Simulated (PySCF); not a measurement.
SMILES CC(C)(C)c1ccc(F)cc1 (C10H13F), GFN2-xTB optimised geometry.

```
24

C     -2.60    -1.37     0.00
C     -1.97     0.03     0.00
C     -2.45     0.77    -1.26
C     -2.45     0.77     1.25
C     -0.45    -0.01     0.00
C      0.26     1.19     0.00
C      1.64     1.21     0.00
C      2.33     0.01     0.00
F      3.68     0.02     0.00
C      1.66    -1.19     0.00
C      0.28    -1.19     0.00
H     -3.68    -1.28     0.01
H     -2.30    -1.92     0.89
H     -2.31    -1.93    -0.88
H     -3.54     0.78    -1.29
H     -2.08     0.26    -2.15
H     -2.10     1.79    -1.28
H     -2.10     0.27     2.15
H     -3.54     0.80     1.28
H     -2.09     1.80     1.27
H     -0.26     2.13     0.00
H      2.19     2.14     0.00
H      2.22    -2.12     0.00
H     -0.23    -2.14     0.00
```

Density from PBE/def2-SVP in PySCF at that geometry.

Minimum of the electron density along straight lines between bonded atoms, close to the bond critical point (lines longer than 1.1 times the sum of covalent radii, or with two minima, are not listed):

```tsv
bond	length / Å	ρ at the minimum / e bohr⁻³	∇²ρ there / e bohr⁻⁵	position (fraction from the first atom)
C1–C2	1.531	0.240	-0.52	0.50
C2–C3	1.535	0.238	-0.51	0.50
C2–C4	1.535	0.238	-0.51	0.50
C2–C5	1.521	0.245	-0.54	0.49
C5–C6	1.394	0.304	-0.73	0.50
C6–C7	1.381	0.309	-0.76	0.50
C7–C8	1.382	0.314	-0.80	0.48
C8–F9	1.352	0.252	0.06	0.34
C8–C10	1.380	0.315	-0.80	0.52
C5–C11	1.390	0.305	-0.74	0.50
C10–C11	1.385	0.307	-0.75	0.50
C1–H12	1.088	0.274	-0.99	0.63
C1–H13	1.087	0.275	-0.99	0.63
C1–H14	1.087	0.275	-0.99	0.63
C3–H15	1.088	0.274	-0.98	0.63
C3–H16	1.088	0.275	-0.99	0.63
C3–H17	1.086	0.275	-0.99	0.63
C4–H18	1.088	0.275	-0.99	0.63
C4–H19	1.088	0.274	-0.98	0.63
C4–H20	1.086	0.275	-0.99	0.63
C6–H21	1.079	0.282	-1.05	0.63
C7–H22	1.079	0.280	-1.05	0.63
C10–H23	1.079	0.280	-1.05	0.63
C11–H24	1.077	0.283	-1.07	0.63
```
